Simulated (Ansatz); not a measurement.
`FB[Si](Cl)(Cl)Cl` + H–F → `F[Si](Cl)(Cl)Cl` + `BF` at 298.15 K and 1 bar (cleavage of the Si–B bond).

Isolated molecules relaxed with PBE0-D4/def2-TZVP in Ansatz; ΔE leaves out vibrations. CBS: MP2 limit from def2 TZ/QZ plus the TZ coupled-cluster correction, frozen cores. This one scheme is used for every species. One conformer a species, not always the lowest.

```tsv
species	CCSD(T)/CBS energy (Eh)	H − E (kJ/mol)	S (J/(mol·K))
`FB[Si](Cl)(Cl)Cl`	-1793.79550	79.3	392.6
H–F	-100.39570	33.5	173.6
`F[Si](Cl)(Cl)Cl`	-1768.43208	41.1	331.5
`BF`	-125.82039	69.3	222.5
```

H − E and S are ideal-gas, rigid-rotor, harmonic terms from PBE0-D4/def2-TZVP, for one conformer and one mirror image of each species. 1 Eh = 2625.50 kJ/mol, R = 8.31446 J/(mol·K).

Task: By hand: ΔE, ΔH, ΔS and ΔG.

Result: ΔE = (-1768.43208) + (-125.82039) − (-1793.79550) − (-100.39570) = -0.06127 Eh = -160.9 kJ/mol. Δ(H − E) = 41.1 + 69.3 − 79.3 − 33.5 = -2.4, so ΔH = -163.3 kJ/mol. ΔS = 331.5 + 222.5 − 392.6 − 173.6 = -12.2 J/(mol·K). ΔG = -163.3 − 298.15 × (-12.2)/1000 = -159.7 kJ/mol.

Task: By hand: the equilibrium constant, and the temperature at which ΔG would vanish if ΔH and ΔS stayed fixed.

Result: log₁₀ K = −ΔG/(RT ln 10) = 28.0. ΔG = 0 at ΔH/ΔS = 13385 K, far beyond where these terms or the molecules hold.

The number of gas molecules stays the same, so ΔS is small and ΔH decides. A doubt of 5 kJ/mol in ΔE shifts log₁₀ K by 0.9 here. Other conformers and mirror images would add mixing entropy, several J/(mol·K) or more a flexible species. Modes under 60 cm⁻¹, often nearly free rotors, make the harmonic entropy too high. These are equilibria of isolated gas molecules and say nothing of rates. Largest T1 diagnostic: 0.013 (customary marks: 0.02 for closed shells, 0.045 for open ones).
